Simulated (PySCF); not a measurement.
C₃H₇ClO₂Si.
InChI=1S/C3H7ClO2Si/c4-7-5-2-1-3-6-7/h7H,1-3H2

The closed-shell ground state was solved at several levels (PySCF, density fitting, gas phase, non-relativistic). The structure is a single PBE0-D3(BJ)/def2-SVP conformer in the gas phase; no vibrational or solvent corrections.

```tsv
level	basis functions	HOMO (eV)	LUMO (eV)	gap (eV)	dipole (D)
CAM-B3LYP/def2-SVPD	213	-9.85	1.08	10.93	2.70
B3LYP/pcSseg-2	364	-8.12	0.17	8.29	2.62
```

Estimate the row for PBE0/pcSseg-1, a basis of 168 functions; the other rows only guide the guess.

HOMO -8.39 eV, LUMO 1.11 eV, gap 9.50 eV, dipole 2.82 D.

Over all these levels, which gives the widest orbital gap and which the narrowest?

CAM-B3LYP/def2-SVPD (range-separated hybrid) has the widest, 10.93 eV, and B3LYP/pcSseg-2 (global hybrid, 20 % exact exchange) the narrowest, 8.29 eV. Functional and basis both differ between the two, so the spread mixes both effects.

How far do the dipole and the HOMO energy spread over the levels?

The dipole runs from 2.62 to 2.82 D (mean 2.71 D) and the HOMO from -9.85 to -8.12 eV.
